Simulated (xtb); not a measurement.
In(Cl)2(NH2) (Cl2H2InN), SMILES [NH2][In]([Cl])[Cl]. All values are semi-empirical tight-binding results from xtb (GFN2-xTB unless named), good for trends rather than for accurate numbers. The structure is a stationary point at GFN2-xTB. The values are those of a single conformer.

Optimised geometry:

Bonds (Å): In1–Cl2 2.292, In1–Cl3 2.293, In1–N4 2.056, N4–H5 1.016, N4–H6 1.016. Angles (°): Cl2–In1–Cl3 119.0, Cl2–In1–N4 120.2, Cl3–In1–N4 120.2, In1–N4–H5 110.7, In1–N4–H6 110.7, H5–N4–H6 107.7.
Charge 0, spin multiplicity 1.

For metal compounds this method's bond lengths and energies can be far off.

Computed properties:
The point group as xtb finds it is Cs. The orbital gap comes out as 2.87 eV and the zero-point energy is 15.6 kcal/mol. The G − E(el) at 298.15 K (modified RRHO) is -5.5 kcal/mol.

Task: Give the atomic charges and the Wiberg bond orders between heavy atoms. (The exact figures need the calculation; the answer reports its results.)

Result: charges (e) In1 0.21, Cl2 -0.12, Cl3 -0.12, N4 -0.36, H5 0.19, H6 0.19. Bond orders In1–Cl2 1.07, In1–Cl3 1.07, In1–N4 0.98.
